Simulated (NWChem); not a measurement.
# CH₅FS₂Si; SMILES C[Si](F)(S)S

```xyz
10

C      1.7649     0.1225    -1.1602
Si     0.3900     0.0001     0.0947
F      1.0570    -0.1715     1.5844
S     -0.7635     1.8081    -0.0412
S     -0.8498    -1.7557    -0.0756
H      2.4293    -0.7603    -1.0745
H      1.3583     0.1560    -2.1904
H      2.3676     1.0377    -0.9891
H     -1.7392     1.3461     0.7904
H     -1.4688    -1.2862    -1.1952
```
Atoms are numbered in this order, from 1.

Program: NWChem. Structure relaxed at the PBE-D3(BJ)/def2-SVP level. Level: M05-2X/def2-SVP with SMD (1 M gas to 1 M solution), gas-phase geometry. Reactions with the solvent are ignored.

Q: Order these by “cavity-dispersion-structure term (kcal/mol)”, lowest first: cyclohexanone; toluene; anisole; water.

A: toluene (-2.3), anisole (-1.6), cyclohexanone (-1.0), water (2.9)
